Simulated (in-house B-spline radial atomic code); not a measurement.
The numbers below are computed, except where a source is named.
From levels and matrix elements to observables: Ru33+

One electron outside the [He] 2s2 2p6 core, from a B-spline radial code for spherical atoms: Brueckner orbitals with a screened correlation potential on Dirac-Hartree-Fock, Breit and QED terms for the lowest states, dipole elements in length form with static core polarisation. The core's own polarisability, by RPA, is 0.0004787 bohr³.

```tsv
state	removal energy (cm⁻¹)	size of the reduced dipole element to 3s1/2 (a.u.)
3s1/2	16235737	-
4s1/2	8795050	-
3p1/2	15631262	0.2699
3p3/2	15362872	0.3868
4p1/2	8546583	0.09822
4p3/2	8438207	0.1264
```

Use R = 109737.3 cm⁻¹, 1 hartree = 219474.6 cm⁻¹, c = 137.036 and 1 a.u. of rate = 4.1341e16 s⁻¹.

**Question.** Find the quantum defects of the two s states and predict 5s1/2.

**Answer.** With n* = 34 √(R/E): 3s1/2 has n* = 2.7952, δ = 0.2048; 4s1/2 has n* = 3.7978, δ = 0.2022. Ritz's form δ = δ0 + b/n*² gives b = 0.044, δ0 = 0.1991, so with n* ≈ 5 − 0.2022, δ = 0.2010 and E = R × 34²/(5 − 0.2010)² = 5508239 cm⁻¹. The program finds 5512085 cm⁻¹.

**Question.** What are the wavelength, oscillator strength and rate of 3s1/2–3p3/2?

**Answer.** ΔE = 872865 cm⁻¹ = 3.97707 hartree, λ = 11.457 nm in vacuum. f = (2/3) ΔE D²/(2j + 1 of the lower state) = (2/3) × 3.97707 × 0.3868²/2 = 0.1983. A = (4/3) ΔE³ D²/(c³ (2j' + 1)) = 1.2191e-06 a.u. = 5.040e+10 s⁻¹, a partial lifetime of 0.01984 ns.
